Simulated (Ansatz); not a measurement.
Gas-phase electronic energies from Ansatz, PBE0-D4/def2-TZVP geometries. CBS: MP2 limit from def2 TZ/QZ plus the TZ coupled-cluster correction, frozen cores. This one scheme is used for every species. DFT in def2-TZVPP. B3LYP here is the variant with VWN-RPA as its local correlation; programs differ in this. HSE06 is defined as in plane-wave codes. def2 core potentials past Kr. For Sn outer-core shells are correlated without core-valence functions, which leaves a few kJ/mol of doubt a bond. Each species was taken in one conformer, which may not be the lowest.

Consider the ligand exchange at the Sn–S bond: `[SH][SnH2][Cl]` + `O[SiH3]` → `[SiH3][O][SnH2][Cl]` + H₂S.

`[SH][SnH2][Cl]`:

Z-matrix (Å, degrees):
```
Sn
Cl 1 2.333
S 1 2.385 2 109.0
H 1 1.697 2 106.9 3 -116.1
H 1 1.699 2 105.3 3 119.4
H 3 1.344 1 93.3 2 74.7
```

`O[SiH3]`:

Cartesian coordinates in Å:
```
O 0.843 -0.047 -0.965
Si -0.362 0.000 0.159
H 1.746 0.007 -0.654
H -0.260 -1.130 1.123
H -1.629 -0.100 -0.601
H -0.338 1.269 0.937
```

`[SiH3][O][SnH2][Cl]`:

```xyz
9

Si   -0.567   -1.532   -0.071
O     0.537   -0.428    0.418
Sn    0.783    1.493    0.257
Cl   -0.729    2.186   -1.366
H    -0.543   -1.701   -1.549
H    -0.226   -2.827    0.572
H    -1.943   -1.134    0.334
H     2.354    1.743   -0.328
H     0.334    2.200    1.732
```

H₂S:

Cartesian coordinates in Å:
```
S 0.211 -0.342 -0.471
H 0.274 -0.460 0.863
H -0.485 0.802 -0.392
```

```
             level  ΔE (kJ/mol)  difference from CCSD(T)/CBS
       LDA (SPW92)         33.0                         13.8
           BLYP-D4         20.1                          0.9
           PBE0-D4         30.4                         11.2
        r2SCANh-D4         25.3                          6.1
        r2SCAN0-D4         26.7                          7.5
               PBE         32.8                         13.6
              BLYP         24.9                          5.7
            r2SCAN         25.3                          6.1
             B3LYP         25.0                          5.8
           r2SCANh         26.3                          7.1
             HSE06         33.2                         14.0
             BHLYP         22.3                          3.1
     CCSD/def2-SVP         10.2                         -9.0
     HF/def2-TZVPP         16.8                         -2.4
SCS-MP2/def2-QZVPP         16.9                         -2.3
    CCSD/CBS(def2)         18.8                         -0.4
       CCSD(T)/CBS         19.2                            0
```

Largest T1 diagnostic among the species: 0.013.

The D4 term adds −4.0 kJ/mol with B3LYP and −2.4 kJ/mol with PBE0; it sums over pairs of atoms, weighted by their polarisabilities, and B3LYP, whose exchange is more repulsive, gets the larger term. Leaving LDA and LC-ωPBE aside and taking each functional with its dispersion term where it has one, the values, not all of them listed here, spread over 14.3 kJ/mol, from CAM-B3LYP-D4 to HSE06-D4.
